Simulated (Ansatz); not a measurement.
Harmonic frequencies (cm⁻¹) at PBE0-D4/def2-TZVP from Ansatz: 18, 106, 188, 239, 251, 258, 275, 308, 319, 364, 429, 454, 475, 554, 628, 635, 700, 786, 816, 982, 1050, 1119, 1147, 1179, 1180, 1262, 1272, 1342, 1366, 1406, 1424, 1832, 3085.

(1) Which molecule is it?
A. `FC1=C(F)C(F)(F)C(F)C1(F)F`
B. `FC1=C(F)C(F)(F)C(F)(F)C1F`
C. `F[C@H]1C=CC[C@@H]1F`
D. `FC1=CC(F)(F)C(F)(F)C1(F)F`

Answers

(1) B.
